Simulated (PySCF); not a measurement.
Group charges in `CC#C[C@@H]1CS[Si@H](O)S1`

Species: C5H8OS2Si.
Atom-mapped SMILES: `[CH3:1][C:2]#[C:3][C@@H:4]1[CH2:5][S:6][Si@H:7]([OH:8])[S:9]1` (hydrogens: H10, H11, H12 on C1; H13 on C4; H14, H15 on C5; H16 on Si7; H17 on O8)

Geometry (GFN2-xTB, Å), atoms numbered from 1 in this order:
```
atom  x, y, z in Å
C1     3.0149    0.7956   -0.2950
C2     1.8239    0.0863    0.1114
C3     0.8647   -0.5461    0.4564
C4    -0.3622   -1.2036    0.8353
C5    -1.0944   -1.7819   -0.3661
S6    -1.5638   -0.4766   -1.5513
Si7   -2.2565    0.9039   -0.0627
O8    -1.7692    2.4147   -0.3493
S9    -1.4650    0.0002    1.7159
H10    3.8871    0.3805    0.2089
H11    2.9273    1.8505   -0.0356
H12    3.1499    0.7050   -1.3725
H13   -0.1662   -1.9930    1.5669
H14   -0.4475   -2.4709   -0.9094
H15   -1.9998   -2.3022   -0.0520
H16   -3.6929    1.0033    0.0233
H17   -0.8572    2.6464   -0.5173
```

Atomic charges (e) from the PBE0/pcSseg-1 density (PySCF):

| atom | Mulliken | IAO | Hirshfeld | ESP-fitted |
| --- | --- | --- | --- | --- |
| C1 | -0.1851 | -0.4368 | -0.0950 | -0.5458 |
| C2 | -0.3300 | -0.0332 | -0.0446 | +0.1568 |
| C3 | +0.1501 | -0.0926 | -0.0835 | -0.2398 |
| C4 | -0.4349 | -0.1805 | -0.0155 | -0.1051 |
| C5 | -0.2337 | -0.3261 | -0.0697 | -0.4812 |
| S6 | -0.2627 | -0.1971 | -0.0982 | -0.2374 |
| Si7 | +0.8536 | +0.9660 | +0.3532 | +0.7103 |
| O8 | -0.5213 | -0.7789 | -0.3002 | -0.6252 |
| S9 | -0.2094 | -0.2012 | -0.0943 | -0.2618 |
| H10 | +0.1510 | +0.1749 | +0.0627 | +0.1838 |
| H11 | +0.1449 | +0.1699 | +0.0603 | +0.1864 |
| H12 | +0.1511 | +0.1740 | +0.0620 | +0.1886 |
| H13 | +0.1878 | +0.1846 | +0.0586 | +0.2511 |
| H14 | +0.1738 | +0.1720 | +0.0518 | +0.2975 |
| H15 | +0.1710 | +0.1602 | +0.0427 | +0.1835 |
| H16 | -0.0651 | -0.1310 | -0.0719 | -0.0864 |
| H17 | +0.2589 | +0.3756 | +0.1812 | +0.4247 |

Problem. Cut each of the bonds C1–C2, C2–C3, C3–C4 and O8–Si7 in turn and sum the charges on the side of the atom named first.

Solution. In e; the other side holds the opposite charge:

```csv
bond cut,piece,atoms,Mulliken,IAO,Hirshfeld,ESP-fitted
C1–C2,CH3,4,+0.262,+0.082,+0.090,+0.013
C2–C3,C2H3,5,-0.068,+0.049,+0.045,+0.170
C3–C4,C3H3,6,+0.082,-0.044,-0.038,-0.070
O8–Si7,OH,2,-0.262,-0.403,-0.119,-0.200
```

Extremes among these pieces. Mulliken: lowest OH at O8, highest CH3 at C1; IAO: lowest OH at O8, highest CH3 at C1; Hirshfeld: lowest OH at O8, highest CH3 at C1; ESP-fitted: lowest OH at O8, highest C2H3 at C2.

Problem. Do the schemes agree better on the pieces than on the single atoms at the cuts?

Solution. The spread between schemes averages 0.231 e for the pieces and 0.452 e for the atoms named first; it is smaller for the piece at 4 of the 4 cuts. On average they agree better on the pieces. The sign differs between schemes (beyond ±0.03 e) for C2H3 at C2 and C3H3 at C3.

Isolated species at its GFN2-xTB geometry (one conformer only).

These values come from a run that also computed NMR shieldings. Hardware: Arm Neoverse V1, one thread, shared host with 32 logical CPUs at a one-minute load of 24. Cost: 79 s, 1.0 GiB resident at most.
